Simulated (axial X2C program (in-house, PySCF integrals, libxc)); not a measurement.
# How long does BaBr⁺ take?

A bond scan computed with an in-house relativistic program for diatomic molecules. Basis: Ba dyall-v2z [12s13p8d], Br dyall-v2z [7s8p5d] (cores contracted in-house).

Input:
```json
{
 "zs": [
  56,
  35
 ],
 "q": 1,
 "bas": [
  "dyall-v2z",
  "dyall-v2z"
 ],
 "levels": [
  "PBE0",
  "HF",
  "B97-3",
  "PW91"
 ],
 "cc": false,
 "r0": 3.1,
 "npts": 10,
 "nst": 2,
 "ntry": 6,
 "opt": {
  "gaunt": 0
 }
}
```
```bash
python so2c.py task.json out
```

Keys: zs atomic numbers; q charge; bas basis sets; levels methods; cc coupled cluster on or off; r0 starting distance in Å; npts points on the curve; nst determinants followed; ntry starts of the search; gaunt Gaunt term on or off. HF also brings MP2.

Hardware: 1 thread of Arm Neoverse N1 (shared host).

Wall time of one point of each curve, integrals apart:

```csv
Hamiltonian,level,points,seconds a point
spin-free,PBE0,10,0.43
spin-free,HF,10,0.2
spin-free,B97-3,10,0.45
spin-free,PW91,10,0.37
2c,PBE0,10,0.6
2c,HF,10,0.36
2c,B97-3,10,0.61
2c,PW91,10,0.39
```

The rest:

Search with its distance optimisation 40 s, atoms 15 s, whole task 96 s. Coupled cluster runs on the points near the minimum only. The program drops outer points, and coupled cluster, when its time limit (not in the input) nears; MP2, further determinants and curves that did not converge are not in the table.
